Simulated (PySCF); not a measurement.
## SMILES C/C=C/C=C/C=C/Cl, C7H9Cl

Geometry:
```json
{"atom": "C1", "x (Å)": "-2.957", "y (Å)": "0.229", "z (Å)": "0.227"}
{"atom": "C2", "x (Å)": "-1.688", "y (Å)": "-0.063", "z (Å)": "-0.494"}
{"atom": "C3", "x (Å)": "-0.452", "y (Å)": "0.063", "z (Å)": "0.023"}
{"atom": "C4", "x (Å)": "0.765", "y (Å)": "-0.227", "z (Å)": "-0.699"}
{"atom": "C5", "x (Å)": "2.008", "y (Å)": "-0.101", "z (Å)": "-0.182"}
{"atom": "C6", "x (Å)": "3.215", "y (Å)": "-0.395", "z (Å)": "-0.915"}
{"atom": "C7", "x (Å)": "4.445", "y (Å)": "-0.265", "z (Å)": "-0.390"}
{"atom": "Cl8", "x (Å)": "5.887", "y (Å)": "-0.616", "z (Å)": "-1.260"}
{"atom": "H9", "x (Å)": "-3.605", "y (Å)": "-0.664", "z (Å)": "0.271"}
{"atom": "H10", "x (Å)": "-2.772", "y (Å)": "0.569", "z (Å)": "1.256"}
{"atom": "H11", "x (Å)": "-3.541", "y (Å)": "1.007", "z (Å)": "-0.293"}
{"atom": "H12", "x (Å)": "-1.780", "y (Å)": "-0.409", "z (Å)": "-1.532"}
{"atom": "H13", "x (Å)": "-0.342", "y (Å)": "0.408", "z (Å)": "1.059"}
{"atom": "H14", "x (Å)": "0.657", "y (Å)": "-0.572", "z (Å)": "-1.735"}
{"atom": "H15", "x (Å)": "2.119", "y (Å)": "0.244", "z (Å)": "0.853"}
{"atom": "H16", "x (Å)": "3.117", "y (Å)": "-0.741", "z (Å)": "-1.949"}
{"atom": "H17", "x (Å)": "4.621", "y (Å)": "0.074", "z (Å)": "0.634"}
```

Level of theory: TDDFT CAM-B3LYP/aug-cc-pVDZ excited states, vertical, gas phase in PySCF. Geometry: PBE0-D3(BJ)/def2-SVP.

Singlets 5 and 6 lie within 0.01 eV of each other, so their separate moments and overlaps can depend on how they mix.

(1) How strongly do the lowest singlets absorb one photon, and two photons of half the energy?

## Answers

(1) δ for parallel linear polarisation; σ at the peak of a Lorentzian of half width 0.1 eV, single beam; Ω is circular over linear.
| state | E (eV) | f | photon λ (nm) | δ (au) | σ (GM) | Ω | main |
| --- | --- | --- | --- | --- | --- | --- | --- |
| S1 | 4.60 | 1.381 | 539 | 5.12 | 0.04 | 0.78 | HOMO→LUMO 0.98 |
| S2 | 5.34 | 0.000 | 464 | 4.93 | 0.05 | 1.50 | HOMO→LUMO+2 0.48, HOMO→LUMO+1 0.33 |
| S3 | 5.37 | 0.000 | 462 | 2.07 | 0.02 | 1.50 | HOMO→LUMO+2 0.41, HOMO→LUMO+1 0.29 |
| S4 | 5.73 | 0.000 | 433 | 10.5 | 0.13 | 1.50 | HOMO→LUMO+3 0.55, HOMO→LUMO+1 0.24 |
| S5 | 6.10 | 0.009 | 407 | 2990 | 40.73 | 0.65 | HOMO→LUMO+8 0.89 |
| S6 | 6.11 | 0.000 | 406 | 10.7 | 0.15 | 1.43 | HOMO→LUMO+4 0.83 |

Among these, the strongest one-photon state is S1, the strongest two-photon state S5, with a dipole change of 1.8 D (relaxed, norm of the difference vector).
